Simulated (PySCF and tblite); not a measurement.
C₅H₃F₃N₂, numbered as in [F:1][C:2]([F:3])([F:4])[c:5]1[cH:6][cH:7][n:8][cH:9][n:10]1.

Geometries GFN2-xTB; weights from PBE0-D3(BJ)/pcSseg-1 energies and GFN2-xTB thermal corrections, with symmetry numbers and mirror pairs. Conformers within 2.5 kcal/mol (GFN2-xTB free energy) were kept, 6 at most. GIAO shieldings: PBE0/pcSseg-1. Shifts are against TMS (¹H), TMS (¹³C), CFCl3 (¹⁹F), NH3 (¹⁵N) at the same level. Codes: tblite and PySCF.

Question: Predict the averaged NMR shifts at 298.15 K.

Answer: ¹H: 9.79 (H9, 1H), 9.33 (H7, 1H), 7.83 (H6, 1H) ppm. ¹³C: 165.7 (C9), 165.5 (C7), 163.6 (C5), 130.0 (C2), 123.7 (C6) ppm. ¹⁹F: -84.7 (F1/F3/F4) ppm. ¹⁵N: 345.0 (N8), 329.9 (N10) ppm.

Unscaled ¹⁹F and ¹⁵N shifts at such levels can be off by tens of ppm; differences between conformers or isomers are more reliable. Shifts are unscaled: against experiment ¹³C can be off by 15 ppm or more and ¹H by 0.8 ppm.


¹⁵N shifts are against a computed isolated NH3 molecule, about 20 ppm from the liquid.